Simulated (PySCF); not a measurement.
**Deuteron quadrupole couplings in `CS[C@@H]1C[C@](F)(CO)O1`**

Compound: C5H9FO2S.
SMILES with atom numbers: `[CH3:1][S:2][C@@H:3]1[CH2:4][C@:5]([F:6])([CH2:7][OH:8])[O:9]1` (hydrogens: H10, H11, H12 on C1; H13 on C3; H14, H15 on C4; H16, H17 on C7; H18 on O8)

Cartesian coordinates in Å at the GFN2-xTB level; atoms count from 1:
```
atom  x, y, z in Å
C1    -2.6665    0.5059    1.2231
S2    -1.1853   -0.5068    1.4962
C3    -0.7249   -0.7338   -0.2470
C4     0.6383   -1.3917   -0.4605
C5     1.0165   -0.0392   -1.0729
F6     1.2524   -0.1100   -2.4253
C7     2.1339    0.7757   -0.4232
O8     2.0413    0.7569    0.9699
O9    -0.2730    0.4851   -0.8369
H10   -2.4021    1.3369    0.5764
H11   -3.4440   -0.1041    0.7720
H12   -2.9874    0.8654    2.1946
H13   -1.5774   -1.1538   -0.7858
H14    1.1791   -1.6326    0.4507
H15    0.6554   -2.2197   -1.1621
H16    2.0836    1.7972   -0.8270
H17    3.0954    0.3299   -0.6875
H18    1.1560    1.0450    1.2338
```

Level: PBE0/pcSseg-1 (PySCF, non-relativistic); Q(2H) = 0.00286 b; rigid geometry, the same for H and D, with no vibrational averaging.

Question: Rank these positions by the coupling χzz of a deuteron there, largest first.
A. H13 (methine hydrogen)
B. H16 (methylene hydrogen)
C. H11 (methyl hydrogen)
D. H14 (methylene hydrogen)
E. H18 (hydroxyl hydrogen)

Answer: E (295 kHz), C (211 kHz), D (206 kHz), A (197 kHz), B (190 kHz).

Q: Tabulate Vzz, the asymmetry η and χzz = 234.96 MHz × Q × Vzz for every hydrogen position.

A: 
```
atom  bonded to  bond length (Å)  Vzz (au)     η  χzz (kHz)
 H10         C1            1.086    0.3108  0.03        209
 H11         C1            1.086    0.3139  0.03        211
 H12         C1            1.084    0.3184  0.04        214
 H13         C3            1.092    0.2937  0.02        197
 H14         C4            1.087    0.3068  0.03        206
 H15         C4            1.085    0.3149  0.01        212
 H16         C7            1.100    0.2827  0.05        190
 H17         C7            1.092    0.2942  0.05        198
 H18         O8            0.968    0.4389  0.15        295
```

Q: Average by the element that carries the hydrogen.

A: on C: 205 kHz over 8 positions, mean bond length 1.089 Å; on O: 295 kHz over 1 position, mean bond length 0.968 Å.

Q: How does χzz go with the bond length over the 8 C–H bonds?

A: A straight-line fit has a slope of -15.9 kHz for each 0.01 Å, with a correlation coefficient of -0.97, over lengths from 1.084 to 1.100 Å. The longer bonds have the smaller couplings here.

Q: Give the 2H NMR doublet splittings at H12 for a magnetic field along the z, y and x axes of the gradient: 3χ/2, 3χ(1 + η)/4, 3χ(1 − η)/4.

A: With |χ| = 213.9 kHz and η = 0.045: 321, 168 and 153 kHz, to first order and without motion.

Isolated species at its GFN2-xTB geometry (one conformer only). GFN2-xTB bond lengths can be off by several hundredths of an ångström, more for odd bonds, and the gradients follow them. With so small a basis the couplings can be 20 % off.
